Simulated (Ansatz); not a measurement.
**As2 (SMILES [As]#[As]): the HOMO–LUMO gap, rung by rung**

The species is As2 (2 atoms), meant as a singlet with charge 0. As SMILES, `[As]#[As]`. Geometry: relaxed at PBE0-D4/def2-TZVP.

```xyz
2

As    0.0000    0.0000    0.0025
As    0.0000    0.0000    2.0915
```

Quantity: the HOMO–LUMO gap, in eV. The values are calculated.

```json
{"level": "BLYP/def2-TZVPPD", "kind": "GGA", "program": "Ansatz", "value (eV)": "3.13"}
{"level": "r2SCAN/def2-TZVPPD", "kind": "meta-GGA", "program": "Ansatz", "value (eV)": "3.48"}
{"level": "B3LYP/def2-TZVPPD", "kind": "global hybrid", "program": "Ansatz", "value (eV)": "4.42"}
{"level": "PBE0/def2-TZVPPD", "kind": "global hybrid", "program": "Ansatz", "value (eV)": "4.81"}
{"level": "r2SCAN0/def2-TZVPPD", "kind": "hybrid meta-GGA", "program": "Ansatz", "value (eV)": "4.99"}
{"level": "CAM-B3LYP/def2-TZVPPD", "kind": "range-separated hybrid", "program": "Ansatz", "value (eV)": "6.92"}
{"level": "wB97M-V/def2-TZVPPD", "kind": "range-separated hybrid", "program": "Ansatz", "value (eV)": "8.63"}
{"level": "B2PLYP/def2-TZVPPD", "kind": "double hybrid", "program": "Ansatz", "value (eV)": "6.52"}
```

All-electron rows without a relativistic Hamiltonian named are non-relativistic. The values span 3.13 to 8.63 eV. Orbital gaps aren't excitation energies, and those of double hybrids come from the SCF part alone; they tend to grow with the share of exact exchange.
